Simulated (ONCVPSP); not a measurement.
## Transferability test, ONCV potential for iron (Fe)

Fe (Z = 26), optimised norm-conserving Vanderbilt (ONCV), made with ONCVPSP 4.0.1 (PW91, scalar-relativistic). Core [Ar], reference 3d6 4s2. Waves: 4s: rc 2.65 bohr, ncon 4, nbas 8, qcut 2.5 1/bohr, 2 projectors, debl 3 Ha; p scattering state at 0.4 Ha: rc 2.30 bohr, ncon 5, nbas 8, qcut 4.3 1/bohr, 2 projectors, debl 3.3 Ha; 3d: rc 0.95 bohr, ncon 3, nbas 8, qcut 16.4 1/bohr, 3 projectors, debl 1.7 Ha. Local part: polynomial inside 0.65 bohr (lpopt 3, dvloc0 2 Ha). Core correction: Teter function, fcfact 2.25, rcfact 1.4.

In the p channel the program set the typed energies aside and used 0.050, 3.350 Ha.

Energies are relative to the spin-unpolarised reference configuration 3d6 4s2; without spin polarisation the order of configurations can differ from experiment.

```
valence configuration  charge  ΔE all-electron (eV)  error AE − PS (meV)
              3d6 4s0      +2                25.043                  -33
              3d5 4s0      +3                59.370                 -222
              3d7 4s0      +1                 6.662                 -122
```

Task: What are ΔE and the potential's error for 3d6 4s1?

Result: ΔE = 8.792 eV all-electron; the error (AE − PS) is -6.3 meV.

Note: ghosts flagged at negative energy: s at -86.6 eV; GHOST(+) flagged for p at 32.0 eV. A true bound ghost makes a file unfit for plane-wave use.
